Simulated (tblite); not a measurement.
Species: C5H12SSi.
Cartesian coordinates in Å at the GFN2-xTB level; atoms count from 1:
```xyz
19
C5H12SSi angstrom
C     -3.6212    0.6679   -0.4583
S     -2.9573   -0.9908   -0.1359
C     -1.2407   -0.7692   -0.7056
C     -0.4078    0.1051    0.2266
C      1.0143    0.1524   -0.2371
C      2.0673   -0.1968    0.4896
Si     3.8490   -0.1471   -0.1011
H     -4.6934    0.6068   -0.3048
H     -3.1922    1.3858    0.2349
H     -3.4087    0.9481   -1.4863
H     -0.8292   -1.7775   -0.7485
H     -1.2748   -0.3569   -1.7153
H     -0.4645   -0.2916    1.2424
H     -0.8172    1.1203    0.2311
H      1.1494    0.4958   -1.2557
H      1.8896   -0.5336    1.5053
H      4.4407   -1.4784    0.0572
H      4.6024    0.8153    0.7082
H      3.8845    0.2537   -1.5086
```

Method: GFN2-xTB as coded in tblite; computed harmonic values from a numerical Hessian at the method's own geometry, unscaled. Against measured fundamentals such values can be off by several per cent, at times by over 20. Modes of hydrogen on silicon can be 10 to 20 % off. One conformer, not necessarily the lowest.

Harmonic wavenumbers (cm⁻¹): 37.0, 41.2, 74.9, 83.6, 113.5, 151.5, 200.2, 208.8, 282.2, 330.2, 426.4, 534.8, 544.9, 702.1, 725.7, 750.7, 772.7, 778.7, 785.0, 792.9, 817.8, 923.5, 941.0, 998.3, 1024.6, 1048.1, 1079.5, 1110.8, 1208.6, 1237.0, 1256.5, 1303.6, 1317.3, 1320.3, 1443.0, 1448.9, 1458.6, 1472.2, 1684.2, 2240.3, 2248.4, 2258.9, 2942.4, 2964.2, 2987.8, 3001.6, 3020.9, 3021.2, 3024.5, 3041.0, 3063.8.

A = 7357, B = 472.3, C = 462.5 MHz; mass 132.043 u (most abundant isotopes); point group C1, symmetry number 1.

**Question.** What is the zero-point energy?

**Answer.** ½Σν̃ = 32623 cm⁻¹ = 93.27 kcal/mol.

**Question.** What is S at 273.15 K and 1 bar for an ideal gas of classical rigid rotors and harmonic oscillators?

**Answer.** Translation 40.14, rotation 29.42, vibration 33.36: S = 102.9 cal/(mol K).

**Question.** And Cp and H(273.15 K) − H(0)?

**Answer.** Cp = 37.51 cal/(mol K), of which vibrations give 29.56 (their classical limit is 51 R = 101.3); H(273.15 K) − H(0) = 6.61 kcal/mol without the zero-point energy, 4.43 from vibrations.

**Question.** What must be added to the electronic energy to get the Gibbs energy at 273.15 K and 1 bar?

**Answer.** ZPE + [H(273.15 K) − H(0)] − T·S = 93.27 + 6.61 − 28.11 = 71.77 kcal/mol.

**Question.** Which modes carry the vibrational entropy at 273.15 K?

**Answer.** 37.0 cm⁻¹: 5.24; 41.2 cm⁻¹: 5.03; 74.9 cm⁻¹: 3.85; 83.6 cm⁻¹: 3.63; 113.5 cm⁻¹: 3.04; 151.5 cm⁻¹: 2.49 cal/(mol K); the other 45 give 10.09 together.

**Question.** How do the functions run with temperature in this model?

**Answer.** 
```json
{"T (K)": "50", "S (cal/(mol K))": "61.8", "Cp (cal/(mol K))": "16.0", "H − H(0) (kcal/mol)": "0.58", "G − H(0) (kcal/mol)": "-2.51", "ln q(vib)": "1.06"}
{"T (K)": "100", "S (cal/(mol K))": "74.8", "Cp (cal/(mol K))": "21.6", "H − H(0) (kcal/mol)": "1.53", "G − H(0) (kcal/mol)": "-5.95", "ln q(vib)": "2.94"}
{"T (K)": "298.15", "S (cal/(mol K))": "106.3", "Cp (cal/(mol K))": "40.0", "H − H(0) (kcal/mol)": "7.57", "G − H(0) (kcal/mol)": "-24.12", "ln q(vib)": "9.36"}
{"T (K)": "373.15", "S (cal/(mol K))": "116.1", "Cp (cal/(mol K))": "47.3", "H − H(0) (kcal/mol)": "10.85", "G − H(0) (kcal/mol)": "-32.47", "ln q(vib)": "11.53"}
{"T (K)": "500", "S (cal/(mol K))": "131.4", "Cp (cal/(mol K))": "57.8", "H − H(0) (kcal/mol)": "17.54", "G − H(0) (kcal/mol)": "-48.18", "ln q(vib)": "15.07"}
{"T (K)": "750", "S (cal/(mol K))": "157.9", "Cp (cal/(mol K))": "72.7", "H − H(0) (kcal/mol)": "33.99", "G − H(0) (kcal/mol)": "-84.45", "ln q(vib)": "21.62"}
{"T (K)": "1000", "S (cal/(mol K))": "180.3", "Cp (cal/(mol K))": "82.6", "H − H(0) (kcal/mol)": "53.47", "G − H(0) (kcal/mol)": "-126.79", "ln q(vib)": "27.61"}
```

q(vib) and H(0) count from the zero-point level.

Hindered rotation and anharmonicity are outside this model. Other conformers, if any are populated, would add a mixing term that is left out. The structure is chiral; the term R ln 2 for an equal mix with its mirror image is left out.

On Arm Neoverse N1, one thread, shared host with 64 logical CPUs at a one-minute load of 17, this took 1.1 s of wall time. The figure is for the frequency step alone.
